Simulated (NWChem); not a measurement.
Species: C₂F₄O; SMILES FC1(F)OC1(F)F

```xyz
7

F     -1.0913     1.4437    -0.2603
C      0.0000     0.7256    -0.0065
F      1.0913     1.4437    -0.2603
O      0.0000     0.0000     1.1978
C      0.0000    -0.7256    -0.0065
F      1.0913    -1.4437    -0.2603
F     -1.0913    -1.4437    -0.2603
```
Atoms are numbered in this order, from 1.

Computed with NWChem. Coordinates come from a B3LYP/6-31G* (spherical d) optimisation. B3LYP is NWChem's, with the RPA form of VWN correlation. Level: B3LYP/def2-SVP with SMD (1 M gas to 1 M solution), gas-phase geometry.

For solvent methanol:

```
Item                                         Value
-------------------------------------------  -----
cavity-dispersion-structure term (kcal/mol)    2.7
dipole in solution (D)                        0.85
```

Task: Estimate the same quantities for solvent cyclohexane.

Result: The cavity-dispersion-structure term (kcal/mol) is 1.3 and the dipole in solution (D) is 0.74.
